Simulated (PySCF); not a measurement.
Zn(H)(Et) (C2H6Zn), SMILES C[CH2][ZnH].

Coordinates come from a PBE-D3(BJ)/def2-SVP optimisation.

These are PySCF with PBE-D3(BJ)/def2-SVP values and carry that method's errors.

Frequencies are harmonic and unscaled.

Computed harmonic wavenumbers and intensities:
```json
[
 {"mode": "1", "ν (cm⁻¹)": "174", "IR (km/mol)": "0.5", "moving atoms (share of kinetic energy)": "C 54 %, H 33 %, Zn 12 %"},
 {"mode": "2", "ν (cm⁻¹)": "217", "IR (km/mol)": "0.7", "moving atoms (share of kinetic energy)": "H 92 %"},
 {"mode": "3", "ν (cm⁻¹)": "416", "IR (km/mol)": "33.9", "moving atoms (share of kinetic energy)": "H 97 %"},
 {"mode": "4", "ν (cm⁻¹)": "449", "IR (km/mol)": "49.5", "moving atoms (share of kinetic energy)": "H 73 %, C 15 %, Zn 11 %"},
 {"mode": "5", "ν (cm⁻¹)": "533", "IR (km/mol)": "31.0", "moving atoms (share of kinetic energy)": "C 51 %, H 35 %, Zn 14 %"},
 {"mode": "6", "ν (cm⁻¹)": "630", "IR (km/mol)": "55.8", "moving atoms (share of kinetic energy)": "H 80 %, C 18 %"},
 {"mode": "7", "ν (cm⁻¹)": "907", "IR (km/mol)": "4.3", "moving atoms (share of kinetic energy)": "H 91 %, C 9 %"},
 {"mode": "8", "ν (cm⁻¹)": "936", "IR (km/mol)": "7.2", "moving atoms (share of kinetic energy)": "H 87 %, C 13 %"},
 {"mode": "9", "ν (cm⁻¹)": "1014", "IR (km/mol)": "10.6", "moving atoms (share of kinetic energy)": "C 77 %, H 23 %"},
 {"mode": "10", "ν (cm⁻¹)": "1165", "IR (km/mol)": "5.8", "moving atoms (share of kinetic energy)": "H 63 %, C 37 %"},
 {"mode": "11", "ν (cm⁻¹)": "1204", "IR (km/mol)": "2.2", "moving atoms (share of kinetic energy)": "H 77 %, C 23 %"},
 {"mode": "12", "ν (cm⁻¹)": "1346", "IR (km/mol)": "7.3", "moving atoms (share of kinetic energy)": "H 82 %, C 18 %"},
 {"mode": "13", "ν (cm⁻¹)": "1382", "IR (km/mol)": "1.0", "moving atoms (share of kinetic energy)": "H 91 %, C 9 %"},
 {"mode": "14", "ν (cm⁻¹)": "1423", "IR (km/mol)": "1.6", "moving atoms (share of kinetic energy)": "H 96 %"},
 {"mode": "15", "ν (cm⁻¹)": "1432", "IR (km/mol)": "5.9", "moving atoms (share of kinetic energy)": "H 97 %"},
 {"mode": "16", "ν (cm⁻¹)": "1782", "IR (km/mol)": "251.4", "moving atoms (share of kinetic energy)": "H 98 %"},
 {"mode": "17", "ν (cm⁻¹)": "2946", "IR (km/mol)": "58.3", "moving atoms (share of kinetic energy)": "H 97 %"},
 {"mode": "18", "ν (cm⁻¹)": "2957", "IR (km/mol)": "14.4", "moving atoms (share of kinetic energy)": "H 95 %"},
 {"mode": "19", "ν (cm⁻¹)": "3002", "IR (km/mol)": "6.8", "moving atoms (share of kinetic energy)": "H 91 %, C 9 %"},
 {"mode": "20", "ν (cm⁻¹)": "3018", "IR (km/mol)": "27.8", "moving atoms (share of kinetic energy)": "H 91 %, C 9 %"},
 {"mode": "21", "ν (cm⁻¹)": "3040", "IR (km/mol)": "34.1", "moving atoms (share of kinetic energy)": "H 91 %, C 9 %"}
]
```
